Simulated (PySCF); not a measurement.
**Nuclear quadrupole coupling in `C=C(C)[C@H]1C=NCC1`**

C7H11N.
Numbering: `[CH2:1]=[C:2]([CH3:3])[C@H:4]1[CH:5]=[N:6][CH2:7][CH2:8]1` (hydrogens: H9, H10 on C1; H11, H12, H13 on C3; H14 on C4; H15 on C5; H16, H17 on C7; H18, H19 on C8)

Geometry (GFN2-xTB, Å), atoms numbered from 1 in this order:
```xyz
19
C7H11N angstrom
C     -1.161    1.360   -0.956
C     -1.148    0.184   -0.348
C     -2.369   -0.426    0.268
C      0.124   -0.614   -0.199
C      1.083   -0.427   -1.349
N      2.248   -0.057   -1.062
C      2.383    0.109    0.364
C      0.993   -0.157    0.994
H     -0.270    1.785   -1.387
H     -2.062    1.943   -1.045
H     -2.610   -1.367   -0.227
H     -3.224    0.239    0.185
H     -2.190   -0.641    1.321
H     -0.128   -1.677   -0.119
H      0.791   -0.609   -2.371
H      2.752    1.118    0.561
H      3.142   -0.595    0.715
H      0.588    0.755    1.431
H      1.048   -0.916    1.772
```

Field gradients from the PBE0/pcSseg-1 density (PySCF, non-relativistic), principal values in atomic units, ordered |Vxx| ≤ |Vyy| ≤ |Vzz|:

| atom | Vxx | Vyy | Vzz |
| --- | --- | --- | --- |
| N6 | 0.3383 | 0.7728 | -1.1111 |

Problem. Find the asymmetry η = (Vxx − Vyy)/Vzz and the couplings χ = eQV/h (234.96 MHz × Q in barn × V in au), with Q(14N) = 0.02044 b.

Solution. 
```json
{"atom": "N6", "environment": "imine nitrogen", "nucleus": "14N", "η": "0.39", "χzz (MHz)": "-5.34", "χxx (MHz)": "1.62", "χyy (MHz)": "3.71"}
```

Problem. What is Vzz at N6 in SI units (1 au = 9.71736 × 10²¹ V/m²)?

Solution. -1.1111 au = -10.796 × 10²¹ V/m².

Were the hydrogens deuterons (Q(2H) = 0.00286 b), χzz would run from 199 kHz (H14) to 228 kHz (H10).

Geometry: GFN2-xTB, one conformer, isolated molecule. GFN2-xTB bond lengths can be off by several hundredths of an ångström, more for odd bonds, and the gradients follow them. These gradients aren't converged with respect to the basis.

The run behind these numbers computed NMR shieldings as well. Hardware: one thread, Arm Neoverse V2 (aarch64), shared host with 48 logical CPUs at a one-minute load of 34. Cost: 28 s, 0.86 GiB resident at most.
